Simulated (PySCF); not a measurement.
Isomers of [C6H8F3]+ (charge +1), one GFN2-xTB conformer each. Single-point energies are computed at PBE0/pcSseg-1 (PySCF, gas phase, no added dispersion term), electronic only.

Problem. Rank them by PBE0/pcSseg-1 energy, lowest first (kJ/mol).
A. `[CH2:1]=[CH:2][C+:3]([CH3:4])[CH2:5][C:6]([F:7])([F:8])[F:9]` (charge +1) with C1–C2–C3–C4 175°, C2–C3–C5–C6 -77°
B. `FC(F)(/C=C\[C+](C)C)F`

Solution. A (0.0), B (22.1).

GFN2-xTB itself gives, in the same order: 0.2, 0.0. GFN2-xTB puts C[C+](C)/C=C\C(F)(F)F lowest instead.

Problem. Which frontier levels and rotational constants go with these structures?

Solution. 
| SMILES | HOMO (eV, PBE0/pcSseg-1) | LUMO (eV) | A, B, C (MHz) |
| --- | --- | --- | --- |
| C=C[C+](C)CC(F)(F)F | -14.45 | -9.24 | 2313, 1332, 1029 |
| C[C+](C)/C=C\C(F)(F)F | -14.28 | -9.19 | 3201, 1021, 937.0 |
